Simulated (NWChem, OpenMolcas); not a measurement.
# C2H3In (SMILES C#[C][InH2]): methods side by side

The species is C2H3In (6 atoms), meant as a singlet with charge 0. SMILES: `C#[C][InH2]`. Geometry: relaxed at PBE0-D4/def2-TZVP.

Each level gives the vertical electron affinity (to the doublet anion) (eV). The values are calculated.

The electron affinity is E(neutral) − E(anion): positive where the electron is bound.

```csv
level,kind,program,value (eV),CPU time (all runs)
HF/def2-SVPD (core potential),Hartree–Fock,OpenMolcas,-0.21,44 s
SVWN5/def2-SVPD (core potential),LDA,NWChem,0.62,47 s
BLYP/def2-SVPD (core potential),GGA,OpenMolcas,0.30,3.1 min
PBE/def2-SVPD (core potential),GGA,OpenMolcas,0.45,3.4 min
TPSS/def2-SVPD (core potential),meta-GGA,OpenMolcas,0.36,4.7 min
B3LYP/def2-SVPD (core potential),global hybrid,OpenMolcas,0.43,3 min
PBE0/def2-SVPD (core potential),global hybrid,OpenMolcas,0.42,2.7 min
MP2/def2-SVPD (core potential),perturbation theory,NWChem,0.09,3.3 min
```

Spin-orbit coupling, which can split open shells on such heavy atoms by tenths of an eV, is left out. Where it was recorded, the anion's HOMO is positive in SVWN5/def2-SVPD, BLYP/def2-SVPD, PBE/def2-SVPD, TPSS/def2-SVPD, B3LYP/def2-SVPD, PBE0/def2-SVPD: a fault of the level (basis or self-interaction), which says nothing on whether the real anion is bound. The values span -0.21 to 0.62 eV. In the correlated wave-function rows the outer d shell of In is correlated, in sets not made for it. Times are those of the runs behind each value, whatever else they computed, on shared processors of several kinds: orders of magnitude only.
